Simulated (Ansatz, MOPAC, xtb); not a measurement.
The molecule RhH, multiplicity 3 (lowest of 2S+1 = 1, 3, 5 at CCSD(T)/def2-TZVPP on PBE0 minima; our sources give no spin for the ground state, which may be another). No spin–orbit coupling.

Constants: fifth-degree fit in 1/R to seven points, most abundant isotopes. Runs in def2 and cc sets follow the lowest solution found near the PBE0 minimum.

Programs: Ansatz (Gaussian basis) for Hartree–Fock, density functionals and correlated methods; MOPAC for PM6 (differences of heats of formation); xtb for the GFN methods. Values without a source in brackets are computed. In def2 rows elements past Kr take small-core potentials, without spin–orbit coupling. The GFN methods have no spin term and hold the electronic entropy of 300 K.

| level | r_e (Å) | ω_e (cm⁻¹) | ω_e x_e (cm⁻¹) | α_e (cm⁻¹) | dipole (D) |
|---|---|---|---|---|---|
| PM6 | 1.486 | 2202 | 42 | 0.23 | - |
| GFN1-xTB | 1.637 | 1558 | -1.8 | 0.25 | - |
| GFN2-xTB | 1.536 | 1962 | 53 | 0.37 | - |
| SVWN5/def2-TZVPP | 1.531 | 2135 | 37 | 0.21 | 1.56 |
| PBE/def2-TZVPP | 1.547 | 2044 | 38 | 0.21 | 1.76 |
| r2SCAN/def2-TZVPP | 1.544 | 2064 | 37 | 0.21 | 2.02 |
| B97M-V/def2-TZVPP | 1.578 | 1873 | 36 | 0.23 | 2.23 |
| B3LYP/def2-TZVPP | 1.559 | 1984 | 36 | 0.21 | 2.09 |
| PBE0/def2-TZVPP | 1.551 | 2008 | 36 | 0.21 | 2.19 |
| BHLYP/def2-TZVPP | 1.577 | 1889 | 32 | 0.20 | 2.68 |
| CAM-B3LYP/def2-TZVPP | 1.560 | 1986 | 34 | 0.21 | 2.37 |
| wB97X-V/def2-TZVPP | 1.563 | 1973 | 32 | 0.20 | 2.62 |
| wB97M-V/def2-TZVPP | 1.563 | 1959 | 34 | 0.21 | 2.57 |
| B2PLYP/def2-TZVPP | 1.544 | 2044 | 37 | 0.22 | - |
| CCSD/def2-TZVPP | 1.551 | 1999 | 35 | 0.21 | - |
| CCSD/def2-QZVPP | 1.549 | 1984 | 35 | 0.21 | - |
| CCSD(T)/def2-TZVPP | 1.545 | 2027 | 35 | 0.21 | - |
| CCSD(T)/def2-QZVPP | 1.542 | 2019 | 36 | 0.21 | - |
| CCSD(T)/CBS(def2-TZVPP, def2-QZVPP) | 1.539 | 2014 | 37 | 0.22 | - |

Correlated levels freeze the inner cores; with def2 sets outer-core shells near the valence are correlated too. CBS(a, b) extrapolates the correlation energy as X⁻³ and adds the Hartree–Fock energy of set b. The state that PM6 reach isn't checked.

Ansatz is a first-principles code.
